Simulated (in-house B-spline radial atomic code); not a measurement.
**RPA and G0W0 on BHandHLYP: Zr4+**

Configuration [Ar] 3d10 4s2 4p6, mean-field start BHandHLYP. Computed with a B-spline radial code for spherical atoms: all electrons, scalar-relativistic (spin-free one-electron X2C), finite nucleus, each spin shell either full or empty, empty states to l = 9 with an (l + 1/2)⁻⁴ tail; G0W0 by contour deformation at full frequency.

Command:
```bash
python run_gw.py task.json out
```
Settings (radii: box in bohr, nucleus in fm):
```
Z                        40
electrons                36
configuration            [Ar] 3d10 4s2 4p6
hamiltonian              x2c
method                   bhandhlyp
lmax                     9
rms_radius               4.2694
spin_polarised           False
box_radius               11.96
intervals                68
```

Run time, properties included: 2.6 s on 1 thread of Arm Neoverse V1, on a shared host.

Energies (hartree):

```
                                     term        value
                         mean-field total  -3595.45241
Hartree-Fock functional on these orbitals  -3593.52794
                      direct second order      -2.9287
                    second-order exchange      0.84271
                         SOSEX correction      0.79085
```

Task: What is the RPA correlation energy, and what remains with SOSEX?

Result: RPA gives -2.6216 hartree (-1.98 eV per electron); RPA + SOSEX gives -1.8308, and the second-order doubles -2.086 hartree (no singles). RPA lacks exchange-type terms and so overcorrelates at short range.

Quasi-particle levels (eV):

```tsv
level	occupied	mean field	Σx - vxc	Σc	QP weight	G0W0
4p	yes	-77.16	-3.38	?	?	?
4d	no	-37.15	4.30	-1.82	0.974	-34.68
```

G0W0 = mean field + (Σx - vxc) + Σc, with Σc (partial-wave tail included) taken at the quasi-particle energy. Only the outer levels were computed. Levels of low weight are left out.

Task: Where does G0W0 put 4p?

Result: At -81.23 eV, with Σc = -0.70 eV and a quasi-particle weight of 0.961. The tabulated removal energy is 80.348 ± 0.007 eV (NIST, semi-empirical); the calculation leaves out spin-orbit coupling, Breit and QED terms, and what these don't explain is the method's own error.
